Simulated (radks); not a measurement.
Values are calculated unless marked as measured or tabulated.
Task: The mean radii <r> (bohr) of the occupied orbitals of an atom or ion are listed with their occupations. Level of theory: Dirac Kohn-Sham, PBE, spin-unpolarised, spherical densities, finite nucleus; Fermi nuclear charge, rms radius of each element as measured or else 0.836 A^(1/3) + 0.57 fm (a radial shooting solver on a logarithmic mesh with Libxc functionals).

| orbital | occ. | <r> |
|---|---|---|
| 1s1/2 | 2 | 0.09687 |
| 2s1/2 | 2 | 0.4787 |
| 2p1/2 | 2 | 0.4407 |
| 2p3/2 | 4 | 0.4430 |
| 3s1/2 | 2 | 1.637 |
| 3p1/2 | 1 | 1.891 |
| 3p3/2 | 2 | 1.898 |

Name the element and its charge. Open shells, if any, are shared by 2j + 1.

Result: Z = 16, sulfur, charge +1: S+ in [Ne] 3s2 3p3. The 1s radius gives Z: for a bare nucleus <r> = (2 gamma + 1)/(2Z) with gamma = sqrt(1 - (Z/c)^2), 0.09332 bohr for Z = 16, and screening makes it slightly larger (0.09687 here). The occupations add up to 15, and the charge is Z minus that.
